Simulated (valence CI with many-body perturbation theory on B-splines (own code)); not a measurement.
# E1 transitions of Lu LXV

Level of theory: relativistic CI+MBPT: five valence electrons over a frozen Dirac-Fock core [He], radial functions for each j: 11 s, 11 p, 10 d, 8 f, 5 g, 2 h, with the one-electron correlation potential Σ1, the two-electron term Σ2, the three-electron term Σ3, Breit, model QED; selected CI, second order for the rest, scaled by the run's own slope (own B-spline code, finite nucleus).

The last digits are not significant, and no measured levels were compared; by estimate large intervals hold to a few tenths of a per cent, small ones and those within an open d or f shell to about a per cent. Among the levels kept, up to 7400 cm⁻¹ of a level comes from second order outside the variational space, and about a tenth of that is noise between levels of different J, which matters for small intervals.

Lines 51 to 100 of 600 in falling wavelength, among levels below 855.03 Ry, chosen from the strongest by gf and those to the six lowest levels. Wavelengths and rates use the calculated energies. Electric multipoles are in the length gauge, E1 and E2 with the static RPA response of the core. Weak lines are less certain than strong ones. Lines between different terms over intervals too small for the method are left out, as are lines whose strength nearly cancels. The highest levels of a list are the least certain.

Levels are named by their leading jj configuration (3d3/2^4 stands for four electrons in 3d with j = 3/2), which in mixed levels can hold well under half, so a name can repeat and another be missing. Letters in brackets count levels of one name in rising energy.

```tsv
λ vac (nm)	Upper	Lower	A (s⁻¹)	S (a.u.) with core polarisation	S without
4.327	(2s 2p1/2^2 2p3/2 3p3/2) J=7/2	(2s^2 2p1/2 2p3/2 3p3/2) J=5/2 [a]	5.98e+10	1.91e-02	1.92e-02
4.110	(2s 2p1/2^2 2p3/2^2) J=5/2	(2s^2 2p1/2 2p3/2^2) J=5/2	1.80e+10	3.71e-03	3.71e-03
3.963	(2p1/2^2 2p3/2^2 3p3/2) J=7/2	(2s 2p1/2 2p3/2^2 3p3/2) J=5/2 [d]	9.83e+10	2.41e-02	2.42e-02
3.820	(2s 2p1/2^2 2p3/2^2) J=5/2	(2s^2 2p1/2 2p3/2^2) J=3/2	2.89e+10	4.77e-03	4.78e-03
3.514	(2s 2p1/2^2 2p3/2^2) J=1/2	(2s^2 2p1/2 2p3/2^2) J=1/2	6.49e+10	2.78e-03	2.79e-03
3.344	(2p1/2^2 2p3/2^2 3p3/2) J=5/2	(2s 2p1/2 2p3/2^2 3p3/2) J=3/2 [b]	9.34e+10	1.03e-02	1.03e-02
3.334	(2p1/2^2 2p3/2^2 3p3/2) J=1/2	(2s 2p1/2 2p3/2^2 3p3/2) J=3/2 [b]	3.61e+11	1.32e-02	1.32e-02
3.120	(2p1/2^2 2p3/2^2 3p3/2) J=5/2	(2s 2p1/2 2p3/2^2 3p3/2) J=7/2 [b]	1.03e+11	9.30e-03	9.31e-03
3.108	(2p1/2^2 2p3/2^2 3p3/2) J=7/2	(2s 2p1/2 2p3/2^2 3p3/2) J=9/2	1.05e+11	1.25e-02	1.25e-02
3.075	(2s 2p1/2^2 2p3/2^2) J=3/2	(2s^2 2p1/2 2p3/2^2) J=5/2	7.44e+10	4.27e-03	4.28e-03
3.064	(2s 2p1/2 2p3/2^2 3p3/2) J=5/2 [a]	(2s 2p1/2 2p3/2^2 3s) J=3/2 [a]	1.53e+11	1.31e-02	1.31e-02
2.979	(2s 2p1/2 2p3/2^2 3d3/2) J=7/2 [b]	(2s 2p1/2 2p3/2^2 3p1/2) J=5/2 [b]	2.57e+11	2.68e-02	2.68e-02
2.969	(2s 2p1/2 2p3/2^2 3d3/2) J=5/2 [e]	(2s 2p1/2 2p3/2^2 3p1/2) J=3/2 [d]	3.63e+11	2.81e-02	2.81e-02
2.969	(2s^2 2p1/2 2p3/2 3d3/2) J=5/2 [b]	(2s^2 2p1/2 2p3/2 3p1/2) J=3/2 [b]	3.37e+11	2.61e-02	2.61e-02
2.966	(2p1/2^2 2p3/2^2 3p3/2) J=3/2	(2s 2p1/2 2p3/2^2 3p3/2) J=3/2 [b]	2.37e+11	1.22e-02	1.22e-02
2.962	(2s 2p1/2 2p3/2^2 3p3/2) J=7/2 [b]	(2s 2p1/2 2p3/2^2 3s) J=5/2 [b]	3.36e+11	3.44e-02	3.44e-02
2.939	(2s 2p1/2 2p3/2^2 3d3/2) J=5/2 [b]	(2s 2p1/2 2p3/2^2 3p1/2) J=5/2 [b]	4.38e+11	3.29e-02	3.29e-02
2.933	(2s 2p1/2 2p3/2^2 3d3/2) J=3/2 [g]	(2s 2p1/2 2p3/2^2 3p1/2) J=3/2 [d]	3.24e+11	1.61e-02	1.61e-02
2.928	(2s^2 2p1/2 2p3/2 3d3/2) J=3/2 [b]	(2s^2 2p1/2 2p3/2 3p1/2) J=3/2 [b]	4.00e+11	1.98e-02	1.98e-02
2.921	(2s 2p1/2 2p3/2^2 3p3/2) J=3/2 [e]	(2s 2p1/2 2p3/2^2 3s) J=1/2 [c]	3.70e+11	1.82e-02	1.82e-02
2.920	(2s 2p1/2 2p3/2^2 3p3/2) J=1/2 [a]	(2s 2p1/2 2p3/2^2 3s) J=3/2 [a]	8.47e+11	2.08e-02	2.08e-02
2.914	(2s^2 2p1/2 2p3/2 3p3/2) J=3/2 [a]	(2s^2 2p1/2 2p3/2 3s) J=3/2 [b]	3.40e+11	1.66e-02	1.66e-02
2.909	(2s 2p1/2^2 2p3/2^2) J=3/2	(2s^2 2p1/2 2p3/2^2) J=3/2	2.44e+10	1.18e-03	1.19e-03
2.904	(2s 2p1/2^2 2p3/2 3p3/2) J=3/2 [a]	(2s 2p1/2^2 2p3/2 3s) J=3/2 [a]	6.64e+11	3.21e-02	3.21e-02
2.899	(2s 2p1/2 2p3/2^2 3p3/2) J=5/2 [b]	(2s 2p1/2 2p3/2^2 3s) J=3/2 [a]	2.36e+11	1.70e-02	1.70e-02
2.899	(2s 2p1/2 2p3/2^2 3d3/2) J=1/2 [c]	(2s 2p1/2 2p3/2^2 3p1/2) J=1/2 [c]	4.59e+11	1.10e-02	1.10e-02
2.894	(2p1/2^2 2p3/2^2 3p3/2) J=7/2	(2s 2p1/2 2p3/2^2 3p3/2) J=5/2 [b]	4.20e+11	4.02e-02	4.02e-02
2.893	(2s 2p1/2 2p3/2^2 3p3/2) J=5/2 [d]	(2s 2p1/2 2p3/2^2 3s) J=3/2 [d]	1.83e+11	1.31e-02	1.31e-02
2.893	(2p1/2^2 2p3/2^2 3p3/2) J=5/2	(2s 2p1/2 2p3/2^2 3p3/2) J=5/2 [b]	3.01e+11	2.16e-02	2.16e-02
2.886	(2s 2p1/2 2p3/2^2 3d3/2) J=3/2 [c]	(2s 2p1/2 2p3/2^2 3p1/2) J=5/2 [b]	6.48e+11	3.08e-02	3.08e-02
2.882	(2s 2p1/2^2 2p3/2 3d3/2) J=3/2 [b]	(2s 2p1/2^2 2p3/2 3p1/2) J=3/2 [b]	2.12e+11	1.00e-02	1.00e-02
2.880	(2s^2 2p3/2^2 3p3/2) J=5/2	(2s^2 2p3/2^2 3s) J=3/2	4.46e+11	3.15e-02	3.15e-02
2.880	(2s 2p1/2 2p3/2^2 3p3/2) J=7/2 [c]	(2s 2p1/2 2p3/2^2 3s) J=5/2 [c]	8.64e+11	8.15e-02	8.15e-02
2.872	(2s^2 2p3/2^2 3p3/2) J=1/2	(2s^2 2p3/2^2 3s) J=3/2	9.40e+11	2.20e-02	2.20e-02
2.872	(2s 2p1/2^2 2p3/2 3d3/2) J=3/2 [b]	(2s 2p1/2^2 2p3/2 3p1/2) J=1/2	2.87e+11	1.34e-02	1.34e-02
2.868	(2s 2p1/2 2p3/2^2 3p3/2) J=1/2 [c]	(2s 2p1/2 2p3/2^2 3s) J=1/2 [c]	7.69e+11	1.79e-02	1.79e-02
2.868	(2s 2p1/2^2 2p3/2 3d3/2) J=5/2 [a]	(2s 2p1/2^2 2p3/2 3p1/2) J=5/2	3.38e+11	2.36e-02	2.36e-02
2.866	(2s 2p1/2 2p3/2^2 3p3/2) J=5/2 [a]	(2s 2p1/2 2p3/2^2 3s) J=5/2 [a]	1.53e+11	1.07e-02	1.07e-02
2.865	(2s^2 2p1/2 2p3/2 3d3/2) J=1/2 [b]	(2s^2 2p1/2 2p3/2 3p1/2) J=3/2 [b]	5.22e+11	1.21e-02	1.21e-02
2.862	(2s 2p1/2^2 2p3/2 3d3/2) J=5/2 [a]	(2s 2p1/2^2 2p3/2 3p1/2) J=3/2 [a]	2.93e+11	2.03e-02	2.03e-02
2.851	(2s 2p1/2 2p3/2^2 3d3/2) J=3/2 [d]	(2s 2p1/2 2p3/2^2 3p1/2) J=1/2 [a]	4.98e+11	2.28e-02	2.28e-02
2.850	(2p1/2^2 2p3/2^2 3p3/2) J=5/2	(2p1/2^2 2p3/2^2 3s) J=3/2	2.83e+11	1.94e-02	1.94e-02
2.843	(2s 2p1/2 2p3/2^2 3d3/2) J=5/2 [a]	(2s 2p1/2 2p3/2^2 3p1/2) J=5/2 [a]	3.24e+11	2.20e-02	2.20e-02
2.842	(2p1/2^2 2p3/2^2 3p3/2) J=1/2	(2p1/2^2 2p3/2^2 3s) J=3/2	5.44e+11	1.23e-02	1.23e-02
2.842	(2s 2p1/2 2p3/2^2 3d3/2) J=3/2 [a]	(2s 2p1/2 2p3/2^2 3p1/2) J=3/2 [a]	1.71e+11	7.76e-03	7.76e-03
2.842	(2s 2p1/2 2p3/2^2 3d3/2) J=7/2 [c]	(2s 2p1/2 2p3/2^2 3p1/2) J=5/2 [c]	5.92e+11	5.36e-02	5.36e-02
2.842	(2s 2p1/2^2 2p3/2 3p3/2) J=5/2 [b]	(2s 2p1/2^2 2p3/2 3s) J=3/2 [b]	8.26e+11	5.61e-02	5.61e-02
2.839	(2s 2p1/2 2p3/2^2 3p3/2) J=5/2 [d]	(2s 2p1/2 2p3/2^2 3s) J=3/2 [b]	7.18e+11	4.87e-02	4.87e-02
2.836	(2s^2 2p1/2 2p3/2 3d3/2) J=3/2 [a]	(2s^2 2p1/2 2p3/2 3p1/2) J=3/2 [a]	2.60e+11	1.17e-02	1.17e-02
2.836	(2s^2 2p3/2^2 3d3/2) J=5/2	(2s^2 2p3/2^2 3p1/2) J=5/2	3.53e+11	2.38e-02	2.38e-02
```
